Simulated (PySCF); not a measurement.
**Question.** Give a GFN2-xTB geometry of InChI=1S/C4H9FSSi/c1-3(7)4(6)2-5/h3H,2H2,1,7H3/t3-/m0/s1.

**Answer.** 
```
atom  x, y, z in Å
C1     0.8943    1.6590   -0.4577
C2     0.1441    0.5134    0.2051
Si3    1.3958   -0.8874    0.7131
C4    -0.8597   -0.1116   -0.6530
S5    -0.8352   -0.0578   -2.2855
C6    -1.9608   -0.9018   -0.0088
F7    -1.8867   -0.9090    1.3618
H8     1.6213    2.0866    0.2282
H9     0.1987    2.4411   -0.7599
H10    1.4132    1.3138   -1.3484
H11   -0.3285    0.8513    1.1314
H12    2.3619   -0.2372    1.5960
H13    0.6761   -1.9579    1.3935
H14    2.0243   -1.3681   -0.5149
H15   -2.9362   -0.4779   -0.2755
H16   -1.9301   -1.9474   -0.3370
```

Any rigid rotation of these coordinates is as good. Atoms count from 1 in this order. The C–C distances run from 1.461 Å (C2–C4, drawn single) to 1.521 Å (C1–C2, drawn single), a spread of 0.060 Å. Si3 (SiH3 silicon) is distorted tetrahedral (angles from 105.2° to 111.8°). Of the pairs four or more bonds apart, F7···H11 is among the closest relative to their van der Waals radii: 2.36 Å, 88 % of the sum of Bondi's values.

Bonds between heavy atoms (Å): C1–C2 1.521, C2–Si3 1.946, C2–C4 1.461, C4=S5 1.634, C4–C6 1.501, C6–F7 1.373.

Structure optimised with GFN2-xTB, isolated species.

Point group: C1 (no symmetry element, even within 0.4 Å). No frequency check. The numbers are those of one conformer (C1–C2–C4–S5 23°, C2–C4–C6–F7 1°).

The numbers are calculated, not measured.
